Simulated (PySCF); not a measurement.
**Dipole response of Cd⁺ (cadmium, charge +1)**

[Kr] 4d10 5s1, 2S determinant. Computed with PySCF 2.14 in aug-cc-pwCVTZ-PP with ECP28MDF, with a scalar-relativistic core potential. Coupled (time-dependent) response in atomic units; α is the mean over directions.

```csv
method,mean α (bohr³),C₆ (like pair),S(−4)
BLYP,20.78,122.3,278.0
```

S(−4) is the Cauchy moment in α(ω) = α(0) + S(−4) ω² + …

α(iu) at BLYP:

```tsv
u (hartree)	α(iu) (bohr³)
0	20.78
0.0500	20.12
0.100	18.43
0.200	14.32
0.300	11.12
0.500	7.509
0.750	5.357
1.00	4.157
1.50	2.787
2.00	2.007
3.00	1.174
5.00	0.5314
```

A single London oscillator, α(iu) = α/(1 + u²/ω²), gives C₆ = (3/4) ω α². Matching the computed C₆ needs ω = 4 × 122.3 / (3 × 20.78²) = 0.378 hartree.

For an ion, C₆ is the dispersion term alone; charge-induced terms of lower order in 1/R come first.

Energies and moments cover only the electrons outside the core potential.
